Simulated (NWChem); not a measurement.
System: ZnGeH4O; SMILES [OH][Zn][GeH3]

```xyz
7

Zn     0.0156    -0.9229    -0.0003
O     -0.1017    -2.6985     0.0009
H      0.7247    -3.1901    -0.0012
Ge    -0.0104     1.4496     0.0002
H     -1.3021     2.0110    -0.6307
H      0.0836     2.0295     1.4274
H      1.1720     2.0362    -0.8003
```
Atoms are numbered in this order, from 1.

Computed with NWChem. Pople sets run with spherical d functions. Geometry: optimised at PBE0/def2-SVP.

### Question
Predict the results for TPSS/6-31G*. Quantities: highest occupied level (eV); orbital gap (eV); dipole (D).

### Answer
| Quantity | Value |
|---|---|
| highest occupied level (eV) | -6.32 |
| orbital gap (eV) | 5.19 |
| dipole (D) | 1.41 |
